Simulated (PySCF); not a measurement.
Gas-phase reaction: GeHF₃ + GeH₂ → GeF₂ + GeH₃F

Computed with PySCF (xtb for GFN2) and rigid-rotor harmonic-oscillator thermochemistry at 1 bar. † marks an energy on the PBE0/def2-TZVP geometry and frequencies; other levels use their own. CCSD(T) freezes the core. 6-31G* has spherical d functions here. All species are closed-shell singlets. B3LYP is the form with VWN-RPA correlation. Ge: all electrons, no relativistic terms. GeHF₃, GeH₂: computed as isolated molecules; such fragments, hydroxides, amides, oligomers or adducts are transient or little studied in the gas. CCSD(T) isn't extrapolated to the basis-set limit; its ΔH°(298 K) is -99.6 kJ in def2-SVP and -104.9 kJ in def2-TZVPP. The harmonic model lacks anharmonicity and excited electronic states, which grow with temperature; levels with a mode under 35 cm⁻¹ are left out.

```json
[
 {"level": "B3LYP/6-31G*", "ΔE electronic, kJ": "-122", "ΔH°(298 K), kJ": "-116", "ΔS°(298 K), J/K": "8", "ΔG°(1600 K), kJ": "-123"},
 {"level": "BLYP/def2-TZVP†", "ΔE electronic, kJ": "-142", "ΔH°(298 K), kJ": "-136", "ΔS°(298 K), J/K": "8", "ΔG°(1600 K), kJ": "-143"},
 {"level": "CCSD(T)/def2-SVP†", "ΔE electronic, kJ": "-105", "ΔH°(298 K), kJ": "-100", "ΔS°(298 K), J/K": "8", "ΔG°(1600 K), kJ": "-107"},
 {"level": "CCSD(T)/def2-TZVPP†", "ΔE electronic, kJ": "-111", "ΔH°(298 K), kJ": "-105", "ΔS°(298 K), J/K": "8", "ΔG°(1600 K), kJ": "-112"},
 {"level": "GFN2-xTB", "ΔE electronic, kJ": "-225", "ΔH°(298 K), kJ": "-217", "ΔS°(298 K), J/K": "5", "ΔG°(1600 K), kJ": "-217"},
 {"level": "HF/def2-TZVP†", "ΔE electronic, kJ": "-96", "ΔH°(298 K), kJ": "-91", "ΔS°(298 K), J/K": "8", "ΔG°(1600 K), kJ": "-98"},
 {"level": "M06-2X/def2-TZVP†", "ΔE electronic, kJ": "-108", "ΔH°(298 K), kJ": "-102", "ΔS°(298 K), J/K": "8", "ΔG°(1600 K), kJ": "-109"},
 {"level": "PBE/def2-SVP", "ΔE electronic, kJ": "-131", "ΔH°(298 K), kJ": "-125", "ΔS°(298 K), J/K": "7", "ΔG°(1600 K), kJ": "-130"},
 {"level": "PBE/def2-TZVP†", "ΔE electronic, kJ": "-137", "ΔH°(298 K), kJ": "-132", "ΔS°(298 K), J/K": "8", "ΔG°(1600 K), kJ": "-139"},
 {"level": "PBE0/def2-SVP†", "ΔE electronic, kJ": "-121", "ΔH°(298 K), kJ": "-115", "ΔS°(298 K), J/K": "8", "ΔG°(1600 K), kJ": "-122"}
]
```
ΔH° is lowest at GFN2-xTB and highest at HF/def2-TZVP†. No reference value is set beside these.
